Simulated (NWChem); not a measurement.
# C2H8N cation; SMILES CC[NH3+]

Results from NWChem. Coordinates come from a B3LYP/6-31G* (spherical d) optimisation. B3LYP is NWChem's, with the RPA form of VWN correlation. Vertical excitations in the gas phase; the lowest state need not have the same character in each row.

For level B3LYP/def2-SVPD, full TDDFT:

lowest excitation, singlet (eV): 8.72
lowest state with f > 0.02, singlet (eV): 9.29
orbital gap (eV): 9.70

Question: Estimate the same quantities for level PBE/def2-SVPD, full TDDFT.

Answer: The lowest excitation, singlet (eV) is 7.96 and the lowest state with f > 0.02, singlet (eV) is 8.48. The orbital gap (eV) is 7.94.
